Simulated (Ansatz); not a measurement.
A structure relaxed at PBE/def2-SVP in Ansatz, charge 1, singlet:

```xyz
5

Na   -0.680   -2.984    2.008
Na    1.965    2.910    0.277
Na   -3.289   -1.435    0.792
Na   -0.034    0.077    0.136
K     2.037    1.432   -3.212
```

Q: Give its formula.

A: the cluster KNa₄⁺.

Q: Summarise the bond lengths by kind (pairs closer than 1.2 times the sum of covalent radii, bridged metal pairs left out).

A: 4 × Na–Na 3.27 to 3.65 Å; 2 × K–Na 3.79 to 4.16 Å.

The restricted singlet is unstable towards broken spin symmetry in Hartree–Fock (as tested in another run); at PBE/def2-SVP this wasn't settled. The structure comes from a short search, and lower isomers may exist.
